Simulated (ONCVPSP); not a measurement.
# Reading a pseudo-wave (chlorine)

Columns: radius, all-electron u(r) and pseudo u(r) of the 3p shell (level -8.71 eV) of chlorine in the configuration [Ne] 3s2 3p5; LDA (Perdew-Zunger), scalar-relativistic, ONCV scheme, ONCVPSP 4.0.1.

| r (bohr) | all-electron | pseudo |
| --- | --- | --- |
| 0.085 | -0.1598 | 0.0074 |
| 0.170 | -0.3227 | 0.0292 |
| 0.255 | -0.3627 | 0.0648 |
| 0.340 | -0.3020 | 0.1129 |
| 0.425 | -0.1815 | 0.1717 |
| 0.510 | -0.0348 | 0.2390 |
| 0.595 | 0.1163 | 0.3118 |
| 0.680 | 0.2585 | 0.3872 |
| 0.765 | 0.3848 | 0.4620 |
| 0.850 | 0.4921 | 0.5329 |
| 0.935 | 0.5798 | 0.5973 |
| 1.020 | 0.6486 | 0.6529 |
| 1.105 | 0.7000 | 0.6982 |
| 1.190 | 0.7360 | 0.7324 |
| 1.275 | 0.7588 | 0.7556 |
| 1.360 | 0.7703 | 0.7682 |
| 1.445 | 0.7725 | 0.7715 |
| 1.530 | 0.7671 | 0.7668 |
| 1.615 | 0.7557 | 0.7556 |
| 1.700 | 0.7395 | 0.7395 |
| 1.785 | 0.7197 | 0.7197 |
| 1.870 | 0.6972 | 0.6972 |
| 1.955 | 0.6728 | 0.6728 |
| 2.040 | 0.6470 | 0.6470 |
| 2.125 | 0.6205 | 0.6205 |
| 2.210 | 0.5936 | 0.5935 |

(1) How many radial nodes do the two functions have?

(2) At about which radius was the pseudo-wave matched?

(3) Is the pseudo-wave norm-conserving?

Results:

(1) The all-electron 3p function has n − l − 1 = 1; the pseudo-wave has 0, since the states of the same l below it are removed with the core.

(2) 1.70 bohr. The columns agree to 0.0005 from 1.53 bohr on; several derivatives are matched, so the curves merge somewhat inside the radius.

(3) Yes: the ONCV scheme keeps the norm inside the radius equal to the all-electron one, which fixes the energy derivative of the logarithmic derivative at the level.
